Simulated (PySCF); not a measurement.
The dipole of `C1C(C[SiH2]1)C(C)=C` from its density and from atomic charges.

Coordinates (PBE0-D3(BJ)/def2-SVP, Å) and charges (e) from the PBE0/pcSseg-1 density (PySCF):

| atom | x | y | z | Mulliken | IAO | Hirshfeld | ESP-fitted |
| --- | --- | --- | --- | --- | --- | --- | --- |
| C1 | -2.012 | 0.958 | -0.661 | -0.0906 | -0.3431 | -0.1221 | -0.5692 |
| C2 | -1.203 | -0.088 | -0.862 | -0.3425 | +0.0286 | +0.0128 | +0.1226 |
| C3 | -1.640 | -1.295 | -1.639 | -0.1691 | -0.4147 | -0.1153 | -0.4377 |
| C4 | 0.209 | -0.140 | -0.340 | -0.2751 | -0.1029 | -0.0210 | +0.3064 |
| C5 | 0.731 | 1.033 | 0.529 | -0.4320 | -0.5402 | -0.1623 | -0.5647 |
| Si6 | 1.857 | -0.230 | 1.376 | +0.6205 | +0.7432 | +0.3370 | +0.4879 |
| C7 | 0.539 | -1.347 | 0.599 | -0.4530 | -0.5427 | -0.1627 | -0.5448 |
| H8 | -1.686 | 1.841 | -0.106 | +0.1103 | +0.1398 | +0.0369 | +0.1827 |
| H9 | -3.032 | 0.967 | -1.056 | +0.1038 | +0.1397 | +0.0395 | +0.2104 |
| H10 | -2.674 | -1.198 | -1.996 | +0.1154 | +0.1431 | +0.0446 | +0.1430 |
| H11 | -1.570 | -2.208 | -1.027 | +0.1288 | +0.1444 | +0.0421 | +0.1263 |
| H12 | -0.987 | -1.454 | -2.514 | +0.1220 | +0.1423 | +0.0430 | +0.1182 |
| H13 | 0.875 | -0.229 | -1.220 | +0.1448 | +0.1337 | +0.0404 | +0.0384 |
| H14 | -0.046 | 1.361 | 1.240 | +0.1479 | +0.1405 | +0.0375 | +0.1699 |
| H15 | 1.113 | 1.912 | -0.008 | +0.1476 | +0.1443 | +0.0374 | +0.1389 |
| H16 | 3.201 | -0.370 | 0.735 | -0.0833 | -0.1213 | -0.0811 | -0.1145 |
| H17 | 2.033 | -0.196 | 2.861 | -0.0865 | -0.1189 | -0.0793 | -0.1115 |
| H18 | 0.795 | -2.296 | 0.110 | +0.1463 | +0.1415 | +0.0361 | +0.1378 |
| H19 | -0.293 | -1.521 | 1.301 | +0.1446 | +0.1427 | +0.0364 | +0.1600 |

Q: Compute μ = Σ q r for each scheme (1 e·Å = 4.803 D) and compare with the dipole of the full density.

A: The full density gives (-0.06, -0.38, -0.19) D, 0.43 D in size; dipole vectors point from the negative to the positive end.

```csv
scheme,μx,μy,μz,size (D),share of the full size (%),angle to the full dipole (°)
Mulliken,0.91,-0.64,0.91,1.44,333,89
IAO,1.49,-0.58,0.75,1.77,408,91
Hirshfeld,0.47,-0.36,0.11,0.60,138,70
ESP-fitted,-0.07,-0.41,-0.19,0.45,105,1
```

Q: Which set comes closest?

A: Length of the difference vector: ESP-fitted 0.02 D, Hirshfeld 0.61 D, Mulliken 1.50 D, IAO 1.83 D. Closest: ESP-fitted. ESP charges are fitted to the potential around the molecule, whose slowest-falling term is the dipole's. 

Q: What is left for the Hirshfeld atoms' own dipoles?

A: The shares of the density sum to the whole, so what Σ q r misses lies in dipoles about the nuclei. The atomic dipoles sum to (-0.06, -0.38, -0.19) − (0.47, -0.36, 0.11) = (-0.53, -0.02, -0.30) D, 0.61 D in size.

Q: With the origin at the mean of the coordinates, (-0.200, -0.237, -0.141) Å, which are the largest single terms, by size, of the IAO dipole along the direction of the full one?

A: C5 +4.04, C3 -3.61, Si6 -3.50, H11 +1.62, H12 +1.53 D; all 19 atoms together -0.04 D. The single terms depend on the origin, their sum doesn't.

Q: Give the size of the full dipole in other units.

A: 0.43 D = 0.170 au = 0.090 e·Å = 1.44 × 10⁻³⁰ C·m.

Geometry: PBE0-D3(BJ)/def2-SVP, one conformer, isolated molecule.

Shape of the structure used: `[CH2:1]=[C:2]([CH3:3])[CH:4]1[CH2:5][SiH2:6][CH2:7]1`: C1–C2–C4–C5 3°.
